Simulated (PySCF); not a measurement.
Isomers of C6H8S, one GFN2-xTB conformer each. Single-point energies are computed at PBE0/pcSseg-1 (PySCF, gas phase, no added dispersion term), electronic only.

| SMILES | GFN2-xTB relative energy (kcal/mol) |
| --- | --- |
| C#C[C@@H](C)C(C)=S | 47.1 |
| CCc1ccsc1 | 0.0 |

Conformers: `[CH:1]#[C:2][C@@H:3]([CH3:4])[C:5]([CH3:6])=[S:7]` with C2–C3–C5–C6 -63°; `[CH3:1][CH2:2][c:3]1[cH:4][cH:5][s:6][cH:7]1` with C1–C2–C3–C4 76°.

Q: What does PBE0/pcSseg-1 give for the same structures?

A: 
```json
{"SMILES": "CCc1ccsc1", "PBE0/pcSseg-1 E (Eh)": "-631.16665", "PBE0/pcSseg-1 (kcal/mol)": "0.0", "GFN2-xTB (kcal/mol)": "0.0", "point group": "C1"}
{"SMILES": "C#C[C@@H](C)C(C)=S", "PBE0/pcSseg-1 E (Eh)": "-631.08164", "PBE0/pcSseg-1 (kcal/mol)": "53.3", "GFN2-xTB (kcal/mol)": "47.1", "point group": "C1"}
```

Both levels put the same isomer lowest. As drawn, the lower has an aromatic ring, which the higher lacks; the higher has a C≡C bond and a C=S bond, which the lower lacks.

Q: Which frontier levels, dipoles and rotational constants go with these structures?

A: 
```
            SMILES  HOMO (eV, PBE0/pcSseg-1)  LUMO (eV)  dipole (D)     A, B, C (MHz)
         CCc1ccsc1                     -6.73      -0.26        0.92  5565, 1424, 1241
C#C[C@@H](C)C(C)=S                     -6.40      -2.09        2.66  3161, 1445, 1348
```
